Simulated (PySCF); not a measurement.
benzoquinone (C6H4O2), SMILES C1=CC(C=CC1=O)=O. Atoms are numbered in the order given.

```xyz
12

O      0.0000     0.0000     2.6873
C      0.0000     0.0000     1.4560
C      0.0000    -1.2696     0.6776
C      0.0000    -1.2696    -0.6776
C      0.0000     0.0000    -1.4560
O      0.0000     0.0000    -2.6873
C      0.0000     1.2696    -0.6776
C      0.0000     1.2696     0.6776
H      0.0000    -2.1957     1.2738
H      0.0000    -2.1957    -1.2738
H      0.0000     2.1957    -1.2738
H      0.0000     2.1957     1.2738
```
Charge 0, spin multiplicity 1.

Coordinates come from a PBE-D3(BJ)/def2-SVP optimisation.

The numbers are results of PBE-D3(BJ)/def2-SVP run with PySCF 2.14.0, not measurements.

Frequencies are harmonic and unscaled.

Question: Estimate the vibrational spectrum. (The exact figures need the calculation; the answer reports its results.)

Answer: 
```json
[
 {"mode": "1", "ν (cm⁻¹)": "96", "IR (km/mol)": "10.3", "moving atoms (share of kinetic energy)": "O 63 %, C 33 %"},
 {"mode": "2", "ν (cm⁻¹)": "228", "IR (km/mol)": "0.0", "moving atoms (share of kinetic energy)": "C 66 %, O 21 %, H 12 %"},
 {"mode": "3", "ν (cm⁻¹)": "324", "IR (km/mol)": "0.0", "moving atoms (share of kinetic energy)": "C 76 %, H 24 %"},
 {"mode": "4", "ν (cm⁻¹)": "403", "IR (km/mol)": "21.1", "moving atoms (share of kinetic energy)": "O 68 %, C 29 %"},
 {"mode": "5", "ν (cm⁻¹)": "440", "IR (km/mol)": "0.0", "moving atoms (share of kinetic energy)": "C 65 %, O 21 %, H 14 %"},
 {"mode": "6", "ν (cm⁻¹)": "444", "IR (km/mol)": "0.0", "moving atoms (share of kinetic energy)": "O 51 %, C 47 %"},
 {"mode": "7", "ν (cm⁻¹)": "504", "IR (km/mol)": "3.6", "moving atoms (share of kinetic energy)": "H 49 %, C 46 %"},
 {"mode": "8", "ν (cm⁻¹)": "589", "IR (km/mol)": "0.0", "moving atoms (share of kinetic energy)": "C 71 %, O 20 %, H 8 %"},
 {"mode": "9", "ν (cm⁻¹)": "739", "IR (km/mol)": "0.0", "moving atoms (share of kinetic energy)": "H 80 %, C 20 %"},
 {"mode": "10", "ν (cm⁻¹)": "742", "IR (km/mol)": "1.2", "moving atoms (share of kinetic energy)": "C 51 %, O 28 %, H 21 %"},
 {"mode": "11", "ν (cm⁻¹)": "769", "IR (km/mol)": "0.0", "moving atoms (share of kinetic energy)": "C 85 %, O 9 %"},
 {"mode": "12", "ν (cm⁻¹)": "791", "IR (km/mol)": "0.0", "moving atoms (share of kinetic energy)": "C 87 %, H 9 %"},
 {"mode": "13", "ν (cm⁻¹)": "888", "IR (km/mol)": "61.7", "moving atoms (share of kinetic energy)": "C 54 %, H 43 %"},
 {"mode": "14", "ν (cm⁻¹)": "912", "IR (km/mol)": "17.6", "moving atoms (share of kinetic energy)": "C 74 %, H 23 %"},
 {"mode": "15", "ν (cm⁻¹)": "994", "IR (km/mol)": "0.0", "moving atoms (share of kinetic energy)": "H 76 %, C 24 %"},
 {"mode": "16", "ν (cm⁻¹)": "1002", "IR (km/mol)": "0.0", "moving atoms (share of kinetic energy)": "H 77 %, C 23 %"},
 {"mode": "17", "ν (cm⁻¹)": "1036", "IR (km/mol)": "47.4", "moving atoms (share of kinetic energy)": "H 75 %, C 24 %"},
 {"mode": "18", "ν (cm⁻¹)": "1104", "IR (km/mol)": "0.0", "moving atoms (share of kinetic energy)": "H 94 %"},
 {"mode": "19", "ν (cm⁻¹)": "1186", "IR (km/mol)": "0.0", "moving atoms (share of kinetic energy)": "H 52 %, C 46 %"},
 {"mode": "20", "ν (cm⁻¹)": "1281", "IR (km/mol)": "76.3", "moving atoms (share of kinetic energy)": "C 75 %, H 23 %"},
 {"mode": "21", "ν (cm⁻¹)": "1320", "IR (km/mol)": "7.2", "moving atoms (share of kinetic energy)": "H 59 %, C 37 %"},
 {"mode": "22", "ν (cm⁻¹)": "1350", "IR (km/mol)": "0.0", "moving atoms (share of kinetic energy)": "C 73 %, H 27 %"},
 {"mode": "23", "ν (cm⁻¹)": "1607", "IR (km/mol)": "21.3", "moving atoms (share of kinetic energy)": "C 95 %"},
 {"mode": "24", "ν (cm⁻¹)": "1645", "IR (km/mol)": "0.0", "moving atoms (share of kinetic energy)": "C 85 %, O 11 %"},
 {"mode": "25", "ν (cm⁻¹)": "1694", "IR (km/mol)": "0.0", "moving atoms (share of kinetic energy)": "C 70 %, O 28 %"},
 {"mode": "26", "ν (cm⁻¹)": "1703", "IR (km/mol)": "278.9", "moving atoms (share of kinetic energy)": "C 64 %, O 35 %"},
 {"mode": "27", "ν (cm⁻¹)": "3118", "IR (km/mol)": "2.2", "moving atoms (share of kinetic energy)": "H 92 %"},
 {"mode": "28", "ν (cm⁻¹)": "3119", "IR (km/mol)": "0.0", "moving atoms (share of kinetic energy)": "H 92 %"},
 {"mode": "29", "ν (cm⁻¹)": "3135", "IR (km/mol)": "3.3", "moving atoms (share of kinetic energy)": "H 91 %, C 9 %"},
 {"mode": "30", "ν (cm⁻¹)": "3137", "IR (km/mol)": "0.0", "moving atoms (share of kinetic energy)": "H 91 %, C 9 %"}
]
```
